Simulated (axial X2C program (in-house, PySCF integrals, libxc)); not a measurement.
**Potential curves of VSi, spin-free**

Calculated with an axial X2C code built on PySCF integrals. Spin-free means the one-electron spin-free X2C Hamiltonian. Basis: V dyall-cv3z [10s10p6d4f2g], Si dyall-v3z [8s7p2d1f] (cores contracted in-house); Gaussian nuclei, density fitting, unrestricted open shells. Masses: V 50.944 u, Si 27.977 u.

State: M_S = 5/2, Λ = 0 (beyond evenly filled blocks: σα, π+α, π-α, δ+α, δ-α). Energies in cm⁻¹ from the fragments at the same level (V + Si). Fits are polynomials in 1 − R0/R over 0.85 to 1.23 times the lowest point R0.

```
 R (Å)     HF  CCSD(T)
2.0689   6068         
2.1640   1261    -9319
2.2353  -1302   -10793
2.3067  -3163   -11627
2.3780  -4455   -11967
2.4612  -5393   -11898
2.5445  -5856   -11466
2.6515  -5934   -10562
2.7823  -5489         
2.9725  -4252
```

Correlated methods: 9 electrons correlated (number of frozen shells: V 3 s, 2 p; Si 2 s, 1 p), 251 virtual spin orbitals or spinors in MP2, 89 natural virtuals in coupled cluster.

The state is a single determinant with fixed occupations, the lowest that a limited PBE0 search found. De is counted from the lowest determinant-based energies of the atoms at the same level, without counterpoise correction. Coupled cluster ran in a truncated set of natural virtual spinors; the MP2 energy of the rest was added. (T) has no such correction and the atoms are truncated less, which lowers De at CCSD(T) by a hundredth of an eV or more. Other states lie close and PBE0, whose exact exchange favours high spin, may order them wrongly; the determinant shown need not be the ground state. The nearest other spin-free determinant of the search, M_S = 7/2, Λ = 1, lies 0.50 eV up at the distance of the search. The outer-core s and p shells of the metal are frozen in the correlated rows, which leaves out core–valence correlation; for alkali and alkaline-earth bonds that tends to lengthen them. The determinant is spin-polarised beyond a pure state at some levels (its spin-free form has ⟨S²⟩ too high), which makes Re and μ there less reliable. The T1 diagnostic is large, a sign of multireference character. Coupled cluster ran on the points near the minimum only. MP2 and coupled cluster on one determinant become unreliable at the stretched end.

(1) What are Re, ωe and De at the HF level?

(2) What are Re, ωe and De at the CCSD(T) level?

## Answers

(1) At HF, spin-free: Re = 2.614 Å, ωe ≈ 276 cm⁻¹, De = 0.74 eV to V + Si; Be follows as 0.137 cm⁻¹.

(2) At CCSD(T), spin-free: Re = 2.405 Å, ωe ≈ 350 cm⁻¹, De = 1.49 eV to V + Si; Be follows as 0.161 cm⁻¹.
